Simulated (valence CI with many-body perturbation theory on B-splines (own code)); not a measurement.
The numbers below are computed, except where a source is named.
# Sensitivity of CI+MBPT for In17+

Level of theory: relativistic CI+MBPT: four valence electrons over a frozen Dirac-Fock core [Ar] 3d10, a basis of 6 s, 6 p, 5 d, 3 f, 1 g functions for each j, with the one-electron correlation potential Σ1, the two-electron term Σ2, the three-electron term Σ3, Breit, model QED; selected CI, second order for the rest, scaled by the run's own slope (own B-spline code, finite nucleus).

No measured spectrum was set against this ion. As an estimate, levels hold to about 250 cm⁻¹ or 0.2 % of their energy and the worst to 1 %, as in measured heavy ions of charge 2 to 7; those with d or f electrons hold less well.

The reference run has the lowest level (4s^2 4p1/2^2) J=0 and an ionisation energy of 463.509 eV. Its largest variational space holds 9989 state functions.

Levels are named by their leading jj configuration (3d3/2^4 stands for four electrons in 3d with j = 3/2), which in mixed levels can hold well under half, so a name can repeat and another be missing. Letters in brackets count levels of one name in rising energy.

Changed runs:
A. cutoff of virtual states (hartree) 4802 → 1440
B. scale of Σ1 1 → 0
C. Davidson tolerance 2e-05 → 0.001
D. box radius (bohr) 6.3671 → 1.49 (bad on purpose)

Excitation energies of the reference run in cm⁻¹, and shifts in cm⁻¹:

```tsv
Level	Reference	A	B	C
(4s^2 4p1/2 4p3/2) J=1	58652	-8.1	-647	0
(4s^2 4p1/2 4p3/2) J=2	74500	-8.5	-687	0
(4s^2 4p3/2^2) J=2	145953	-17	-1344	0
(4s^2 4p3/2^2) J=0	186514	-16	-1371	0
(4s 4p1/2^2 4p3/2) J=2	360182	+11	-1083	0
(4s 4p1/2^2 4p3/2) J=1	423843	+8.2	-1078	0
(4s 4p1/2 4p3/2^2) J=2 [a]	436906	+4.5	-1386	0
(4s 4p1/2 4p3/2^2) J=3	458517	+2.1	-1560	0
(4s 4p1/2 4p3/2^2) J=0	493469	+2.6	-1600	0
(4s 4p1/2 4p3/2^2) J=1 [a]	502251	+1.2	-1685	0
(4s 4p1/2 4p3/2^2) J=2 [b]	508700	-2.8	-1659	0
(4s 4p1/2 4p3/2^2) J=1 [b]	553166	+5.8	-1542	0
Ionisation energy (eV)	463.509	-0.009	-1.298	0
```

No effect on these energies: C.

Run D: It gave no result. The program said: "need at least one array to concatenate".
